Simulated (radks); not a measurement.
Q: All-electron atom: Pd I in [Kr] 4d9.75 5p0.25 (fractional occupations, a model configuration). All-electron calculation, Dirac Kohn-Sham, PBEsol, spin-unpolarised, spherical densities, point nucleus; open shells are shared between the two j in proportion to 2j + 1. Program: a radial shooting solver on a logarithmic mesh with Libxc functionals. Some entries of the table are withheld. Estimate them.

orbital,occ.,eigenvalue (eV),<r^2> (bohr^2),<1/r> (bohr^-1)
1s1/2,2,-24140.29,0.001372,48.22
2s1/2,2,(1),0.02252,11.08
2p1/2,2,-3270.240,(2),11.06
2p3/2,4,-3110.978,(3),10.42
3s1/2,2,-636.3746,0.1648,3.860
3p1/2,2,-535.8371,0.1605,3.766
3p3/2,4,-508.0756,0.1698,3.610
3d3/2,4,-329.9085,0.1511,3.443
3d5/2,6,-324.3711,0.1540,3.403
4s1/2,2,-86.5753,1.017,1.463
4p1/2,2,-55.5426,1.199,(4)
4p3/2,4,-51.0889,1.277,(5)
4d3/2,3.9,-5.5289,2.992,(6)
4d5/2,5.85,-5.0826,3.133,(7)
5p1/2,0.0833333,-0.7757,(8),0.2224
5p3/2,0.166667,-0.6960,(9),0.2088

A: 
(1) 2s1/2 eigenvalue (eV): -3524.990
(2) 2p1/2 <r^2> (bohr^2): 0.01686
(3) 2p3/2 <r^2> (bohr^2): 0.01819
(4) 4p1/2 <1/r> (bohr^-1): 1.338
(5) 4p3/2 <1/r> (bohr^-1): 1.288
(6) 4d3/2 <1/r> (bohr^-1): 0.9031
(7) 4d5/2 <1/r> (bohr^-1): 0.8863
(8) 5p1/2 <r^2> (bohr^2): 45.10
(9) 5p3/2 <r^2> (bohr^2): 50.91
